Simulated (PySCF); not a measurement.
## Static response to an electric field

Compound: C2H5N3Si.
Structure used (GFN2-xTB), in Å, numbered top down from 1:
```xyz
11
C2H5N3Si angstrom
Si    -1.9247   -0.0614   -0.0111
C     -0.0656   -0.3019    0.0068
N      0.5509   -1.4519    0.0726
N      1.8727   -1.2375    0.0764
C      2.0679    0.0443    0.0121
N      0.8749    0.6943   -0.0346
H     -2.1400    1.3110   -0.4940
H     -2.5271   -1.0328   -0.9137
H     -2.4338   -0.1765    1.3549
H      3.0217    0.5298   -0.0056
H      0.7085    1.6853   -0.0898
```

Level: CAM-B3LYP/def2-SVPD (PySCF), static field, nuclei fixed, core orbitals frozen in the response. The polarisability tensor in these axes (au):

```
x   87.64 -1.01  0.12
y   -1.01 66.55 -0.81
z    0.12 -0.81 49.64
```

Question: Give the principal values, the mean and the anisotropy Δα = √{½[(α1 − α2)² + (α2 − α3)² + (α1 − α3)²]}.

Answer: Principal values 49.60, 66.54 and 87.69 au; mean 67.94 au = 10.07 Å³ = 11.20 × 10⁻⁴⁰ C²·m²/J; Δα = 33.05 au (49 % of the mean).

Question: What is the dipole moment, and where does it point?

Answer: (-0.98, 5.23, -0.29) D, 5.32 D in size, pointing from the negative to the positive side. Measured along this direction, the outermost atoms are N4 and N3 at the negative end and H7 at the positive end.

Question: Give the eigenvalues of the traceless quadrupole moment Θ = ½Σq(3rr − r²1), origin at the centre of nuclear charge.

Answer: -10.06, -1.16, 11.23 D·Å. The values depend on the origin, since the dipole doesn't vanish. The electronic extent ⟨r²⟩ about the same centre is 705 bohr², a root-mean-square distance of 1.95 Å for the 52 electrons.

Question: Find the Langevin capture rate constant for O2+ (31.990 u) meeting this molecule (99.025 u), k = 2.342 × 10⁻⁹ cm³/s × √(α in Å³ / reduced mass in u).

Answer: The reduced mass is 24.18 u, so k = 1.51 × 10⁻⁹ cm³/s. The formula leaves out the permanent dipole, which adds to the capture rate.

Question: Refractivity n − 1 of an ideal gas of it at 500 K and 1 atm, from the electronic α?

Answer: N = p/kT = 1.4678 × 10¹⁹ cm⁻³, so n − 1 = 2π × N × 10.07 × 10⁻²⁴ cm³ = 929 × 10⁻⁶ at long wavelengths, for an ideal gas.

Question: In TDDFT the mean static polarisability is Σ f/ω² over all singlet excitations (ω in hartree). How much of it do the 8 lowest give? Their energies (eV) and oscillator strengths: 5.64, 0.0010; 6.35, 0.0102; 6.73, 0.2572; 6.94, 0.0108; 7.01, 0.0429; 7.34, 0.0030; 7.38, 0.0124; 7.82, 0.0176.

Answer: They add up to 5.65 au, 8.3 % of the 67.94 au; the largest single term is 4.21 au, from the state at 6.73 eV. Terms in order: 0.02, 0.19, 4.21, 0.17, 0.65, 0.04, 0.17, 0.21 au. Higher excitations give the rest. The strengths listed sum to 0.355.

Question: What depolarisation ratio follows for Rayleigh scattering of linearly polarised light, taking the static tensor?

Answer: ρ = 3Δα²/(45ᾱ² + 4Δα²) = 3276.2/(207725 + 4368.3) = 0.0154.

Isolated species at its GFN2-xTB geometry, gas phase. GFN2-xTB frequencies show an imaginary mode (36i cm⁻¹), so this geometry is no minimum at that level.
